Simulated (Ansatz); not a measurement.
One change: `CO[CH2][AlH][SiH3]` becomes `BBCOC`.

Ansatz, PBE0-D4/def2-TZVP geometries, multiplicity 1. Each molecule was computed in one conformer, which needn't be the lowest.

```json
{"property": "HOMO–LUMO gap (PBE0/def2-TZVPP) / eV", "`CO[CH2][AlH][SiH3]`": "4.84"}
{"property": "LUMO energy (PBE0/def2-TZVPP) / eV", "`CO[CH2][AlH][SiH3]`": "-1.82"}
{"property": "LUMO energy (ωB97M-V/def2-TZVPP) / eV", "`CO[CH2][AlH][SiH3]`": "-0.19"}
{"property": "size of the dipole moment (PBE/def2-TZVPP) / D", "`CO[CH2][AlH][SiH3]`": "1.09"}
{"property": "HOMO energy (PBE0/def2-TZVPP) / eV", "`CO[CH2][AlH][SiH3]`": "-6.66"}
{"property": "LUMO energy (PBE/def2-TZVPP) / eV", "`CO[CH2][AlH][SiH3]`": "-2.57"}
```

Q: Give the same properties after the change, and the shifts. (An estimate is asked.)

A: The calculation gave: 
```json
{"property": "HOMO–LUMO gap (PBE0/def2-TZVPP) / eV", "`BBCOC`": "5.80", "shift": "0.96"}
{"property": "LUMO energy (PBE0/def2-TZVPP) / eV", "`BBCOC`": "-1.70", "shift": "0.12"}
{"property": "LUMO energy (ωB97M-V/def2-TZVPP) / eV", "`BBCOC`": "0.20", "shift": "0.39"}
{"property": "size of the dipole moment (PBE/def2-TZVPP) / D", "`BBCOC`": "1.44", "shift": "0.35"}
{"property": "HOMO energy (PBE0/def2-TZVPP) / eV", "`BBCOC`": "-7.50", "shift": "-0.84"}
{"property": "LUMO energy (PBE/def2-TZVPP) / eV", "`BBCOC`": "-2.71", "shift": "-0.14"}
```

With PBE0 the HOMO falls by 0.84 eV and the LUMO rises by 0.12 eV, so the gap widens by about 0.96 eV. PBE moves the HOMO by -0.60 eV and ωB97M-V by -1.04 eV. Dipoles are sizes alone; their direction can turn.
